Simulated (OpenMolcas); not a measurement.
## As II: input and output

Input:

```
&GATEWAY
Coord
1

As 0.0 0.0 0.0
Basis=ANO-R2
Group=XYZ
NoMove
AngMom=0.0 0.0 0.0
AMFI
&SEWARD
* reference wave functions (RASSCF and RASSI steps not shown): 4 electrons in 8 orbitals (4s 4p 5s 5p)
>>> COPY JOB001 $Project.JobIph
&CASPT2
Multistate=6 1 2 3 4 5 6
Frozen=3 6
IPEA=0.25
Imaginary=0.1
MaxIter=60
WThr=0.0 0.3 0.05
PrWF=0.5
NoMix
>>> COPY JOB002 $Project.JobIph
&CASPT2
Multistate=9 1 2 3 4 5 6 7 8 9
Frozen=3 6
IPEA=0.25
Imaginary=0.1
MaxIter=60
WThr=0.0 0.3 0.05
PrWF=0.5
NoMix
>>> COPY JOB003 $Project.JobIph
&CASPT2
Multistate=1 1
Frozen=3 6
IPEA=0.25
Imaginary=0.1
MaxIter=60
WThr=0.0 0.3 0.05
PrWF=0.5
NoMix
...
```

Output, cut to the results:

```
--- CASPT2 ---
Orbital specifications:
      -----------------------

      Symmetry species                           1   2
                                                ag  au
      Frozen orbitals                            3   6
      Inactive orbitals                          5   0
      Active orbitals                            2   6
      Secondary orbitals                        25  24
      Deleted orbitals                           0   0
      Number of basis functions                 35  36
Type of calculation                        MS-CASPT2
      Fock operator                              state-specific
      IPEA shift                                 0.25
      Real shift                                 0.00
      Imaginary shift                            0.10
      The input orbitals will be transformed to quasi-canonical
Reference energy:       -2258.7507212446
      E2 (Non-variational):      -0.5145412995
      Shift correction:          -0.0001944258
      E2 (Variational):          -0.5147357253
      Total energy:           -2259.2654569698
      Residual norm:              0.0000006961
      Reference weight:           0.94376
      Contributions to the CASPT2 correlation energy
      Active & Virtual Only:         -0.0473450055
      One Inactive Excited:          -0.0730676084
      Two Inactive Excited:          -0.3941286855
Reference energy:       -2258.7507212446
      E2 (Non-variational):      -0.5145008671
      Shift correction:          -0.0001939296
      E2 (Variational):          -0.5146947967
      Total energy:           -2259.2654160412
      Residual norm:              0.0000006959
      Reference weight:           0.94380
      Contributions to the CASPT2 correlation energy
      Active & Virtual Only:         -0.0473058193
      One Inactive Excited:          -0.0730663984
      Two Inactive Excited:          -0.3941286494
::    CASPT2 Root  1     Total energy:  -2259.26545697
::    CASPT2 Root  2     Total energy:  -2259.26541604
::    CASPT2 Root  3     Total energy:  -2259.26544791
::    CASPT2 Root  4     Total energy:  -2258.63684122
::    CASPT2 Root  5     Total energy:  -2258.63684121
::    CASPT2 Root  6     Total energy:  -2258.63684123
::    MS-CASPT2 Root  1     Total energy:  -2259.26545719
::    MS-CASPT2 Root  2     Total energy:  -2259.26544813
::    MS-CASPT2 Root  3     Total energy:  -2259.26541625
::    MS-CASPT2 Root  4     Total energy:  -2258.63684101
::    MS-CASPT2 Root  5     Total energy:  -2258.63684100
::    MS-CASPT2 Root  6     Total energy:  -2258.63684100
--- CASPT2 ---
Orbital specifications:
      -----------------------

      Symmetry species                           1   2
                                                ag  au
      Frozen orbitals                            3   6
      Inactive orbitals                          5   0
      Active orbitals                            2   6
      Secondary orbitals                        25  24
      Deleted orbitals                           0   0
      Number of basis functions                 35  36
Type of calculation                        MS-CASPT2
      Fock operator                              state-specific
      IPEA shift                                 0.25
      Real shift                                 0.00
      Imaginary shift                            0.10
      The input orbitals will be transformed to quasi-canonical
Reference energy:       -2258.7047832013
      E2 (Non-variational):      -0.5224528963
      Shift correction:          -0.0002379893
      E2 (Variational):          -0.5226908856
      Total energy:           -2259.2274740870
      Residual norm:              0.0000002005
      Reference weight:           0.93885
      Contributions to the CASPT2 correlation energy
      Active & Virtual Only:         -0.0546649141
      One Inactive Excited:          -0.0731190100
      Two Inactive Excited:          -0.3946689722
Reference energy:       -2258.7047832013
      E2 (Non-variational):      -0.5226323831
      Shift correction:          -0.0002401002
      E2 (Variational):          -0.5228724832
      Total energy:           -2259.2276556846
      Residual norm:              0.0000002104
      Reference weight:           0.93865
      Contributions to the CASPT2 correlation energy
      Active & Virtual Only:         -0.0548464071
      One Inactive Excited:          -0.0731175075
      Two Inactive Excited:          -0.3946684685
::    CASPT2 Root  1     Total energy:  -2259.22747409
::    CASPT2 Root  2     Total energy:  -2259.22765568
::    CASPT2 Root  3     Total energy:  -2259.22747437
::    CASPT2 Root  4     Total energy:  -2259.22766599
::    CASPT2 Root  5     Total energy:  -2259.22754699
::    CASPT2 Root  6     Total energy:  -2259.17056347
::    CASPT2 Root  7     Total energy:  -2258.74979497
::    CASPT2 Root  8     Total energy:  -2258.74978831
::    CASPT2 Root  9     Total energy:  -2258.74978836
::    MS-CASPT2 Root  1     Total energy:  -2259.22769183
::    MS-CASPT2 Root  2     Total energy:  -2259.22767798
::    MS-CASPT2 Root  3     Total energy:  -2259.22757629
::    MS-CASPT2 Root  4     Total energy:  -2259.22749143
::    MS-CASPT2 Root  5     Total energy:  -2259.22738451
::    MS-CASPT2 Root  6     Total energy:  -2259.17055854
::    MS-CASPT2 Root  7     Total energy:  -2258.74979497
::    MS-CASPT2 Root  8     Total energy:  -2258.74978836
::    MS-CASPT2 Root  9     Total energy:  -2258.74978831
--- CASPT2 ---
Orbital specifications:
      -----------------------

      Symmetry species                           1   2
                                                ag  au
      Frozen orbitals                            3   6
      Inactive orbitals                          5   0
      Active orbitals                            2   6
      Secondary orbitals                        25  24
      Deleted orbitals                           0   0
...
```

Levels above the lowest, from the spin-orbit matrix with the single-state CASPT2 energies, averaged by term, on its diagonal:

| Configuration | Term | J | E (cm⁻¹) | Measured (cm⁻¹) | Term weight % |
| --- | --- | --- | --- | --- | --- |
| 4s² 4p² | ³P | 0 | 0.0 | 0.0 | 99 |
| 4s² 4p² | ³P | 1 | 880 | 1063 | 100 |
| 4s² 4p² | ³P | 2 | 2150 | 2541 | 98 |
| 4s² 4p² | ¹D | 2 | 10020 | 10096 | 98 |
| 4s² 4p² | ¹S | 0 | 22580 | 22599 | 99 |
| 4s 4p³ | ⁵S° | 2 | 52020 | 54817 | 100 |
| 4s 4p³ | ³D° | 1 | 73050 | 73750 | 99 |
| 4s 4p³ | ³D° | 2 | 73170 | 73862 | 99 |
| 4s 4p³ | ³D° | 3 | 73480 | 74244 | 100 |
| 4s 4p³ | ³P° | 0 | 86850 |  | 100 |
| 4s 4p³ | ³P° | 1 | 86990 |  | 99 |
| 4s 4p³ | ³P° | 2 | 87250 |  | 99 |
| 4s 4p³ | ¹D° | 2 | 103500 |  | 100 |

Against the 8 measured excited levels shown (NIST Handbook of Basic Atomic Spectroscopic Data) the mean absolute deviation is 700 cm-1; the largest miss in energy is 4s 4p³ ⁵S°₂: computed 52020, measured 54817 cm⁻¹ (-5.1 %), and the largest in proportion 4s² 4p² ³P₁ (-17.3 %).

CASPT2 does not keep the components of a term degenerate, so their means are used; among the terms shown or strongly mixed into the levels shown the widest spread is 890 cm-1 (4s 4p³ ¹D°). Over all roots computed the reference weight is 0.84 to 0.96; the roots of lowest weight are the least certain, and an intruder state may touch them. Terms from blocks run as CI alone lack orbitals of their own. The run also gave levels led by 4s 4p² 5s, 4s² 4p 5p, which use shells meant for correlation; these and all levels above them are left out. Terms of s pⁿ other than that of highest spin mix with s² pⁿ⁻² d, which this space lacks; all of them can be thousands of cm-1 off, and some have no real level of that name. Computed and measured levels are paired by configuration, term and J; levels that our copy of the source lacks, or whose pairing is in doubt (as where it misses far off the trend of its configuration), stay unpaired and out of the deviations. Only configurations of the active space appear. The first state left out of the spin-orbit step lies near 140000 cm-1 above the lowest spin-free state of the reference (among the parities and spins computed), and the list stops at four fifths of that energy or lower.

The term weight is that of the spin-free term in the level, not the purity of its configuration. ° marks odd parity.
